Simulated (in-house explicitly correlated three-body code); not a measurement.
Computed with an exponentially correlated three-body code. Model: two electrons around a point charge, non-relativistic, variational in 260 exponentially correlated functions (energies converged to about 1e-7 hartree, or 1e-8 relative for large Z).

Command:
```bash
python run_hyl.py task.json out
```
Settings (lengths in bohr, energies in hartree):
```
Z                      1
nuclear_mass           5496.922
interaction_strength   1
functions              260
states_tried           1
```

Time taken, with all properties: 1.5 s on 1 thread of Intel(R) Xeon(R) Platinum 8488C (Sapphire Rapids) (shared host).

**Ground state only, binding against the one-electron ion.**

Given: nuclear charge 1; mass of the centre 5496.9 electron masses.

Computed: one-electron threshold -0.499909057 hartree.

| term | energy (hartree) | binding (eV) |
| --- | --- | --- |
| 1 1S | -0.527649048 | 0.75484 |

**Converged states only, values per electron or pair.**

| term | mean r (bohr) | mean r squared (bohr²) | mean inverse r (1/bohr) | mean r12 (bohr) | mean inverse r12 (1/bohr) | mean cosine | mean p1 dot p2 (bohr⁻²) | delta r1 (bohr⁻³) | delta r12 (bohr⁻³) |
| --- | --- | --- | --- | --- | --- | --- | --- | --- | --- |
| 1 1S | 2.7108 | 11.92 | 0.68313 | 4.4137 | 0.31095 | -0.1051 | 0.032846 | 0.16446 | 0.0027364 |
